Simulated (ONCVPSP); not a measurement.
gadolinium (Gd), ONCV: configuration errors across variants

```
Element                 : Gd
Generator               : ONCVPSP 4.0.1
Type                    : optimised norm-conserving Vanderbilt (ONCV)
Functional              : PBE
Relativity              : fully relativistic
Frozen core             : [Kr] 4d10
Valence charge          : 18
Reference configuration : 4f7 5s2 5p6 5d1 6s2
Partial waves           : 5s+6s: rc 2.15 bohr, ncon 4, nbas 9, qcut 4.6 1/bohr, 2 projectors; 5p: rc 2.50 bohr, ncon 3, nbas 8, qcut 5.9 1/bohr, 3 projectors, debl 1.8 Ha; 5d: rc 3.70 bohr, ncon 3, nbas 7, qcut 3.3 1/bohr, 2 projectors, debl 1.9 Ha; 4f: rc 0.75 bohr, ncon 3, nbas 6, qcut 16.2 1/bohr, 2 projectors, debl 2.9 Ha
Local potential         : polynomial inside 0.55 bohr (lpopt 4, dvloc0 -1 Ha)
Core correction         : Teter function, fcfact 5.75, rcfact 1.8
```

Open shells are filled in proportion to 2j + 1.

All-electron excitation energies from the reference (eV): (1) 4f7 5s2 5p6 5d1 6s1 6.646; (2) 4f7 5s2 5p6 5d1 6s0 18.745; (3) 4f7 5s2 5p5 5d1 6s2 32.487.

A true bound ghost makes a file unfit for plane-wave use even where its test errors are small: the radial tests pick states by their node count and pass the ghost by.

Errors AE − PS in meV (a dash: test not solved or not reliable):

| change | (1) | (2) | (3) | bound ghosts | GHOST(+) flags above zero |
| --- | --- | --- | --- | --- | --- |
| base | -3.9 | -37 | -163 | s, p3/2, d5/2, p1/2, d3/2 | s |
| p: rc 1.66 | -4.1 | -39 | -136 | s, p3/2, d5/2, p1/2, d3/2 | s |
| core correction Teter function, fcfact 4.5, rcfact 1.8 | -3.7 | -35 | -156 | s, p3/2, d5/2, p1/2, d3/2 | s |
| f: ncon 5, nbas 8 | -3.9 | -37 | -164 | s, p3/2, d5/2, p1/2, d3/2 | s |
| f: nproj 3 | -3.9 | -37 | -163 | s, p3/2, d5/2, f7/2, p1/2, d3/2, f5/2 | s, f7/2, f5/2 |
| s: qcut 5.6; p: qcut 7.2; d: qcut 4; f: qcut 19.8 | -2.4 | -24 | -115 | s, p3/2, d5/2, p1/2, d3/2 | s |

(1) Give the same row for: p: nbas 7.

Answers

(1) -3.9, -37, -162; bound ghosts: s, p3/2, d5/2, p1/2, d3/2; GHOST(+) flags above zero: s.
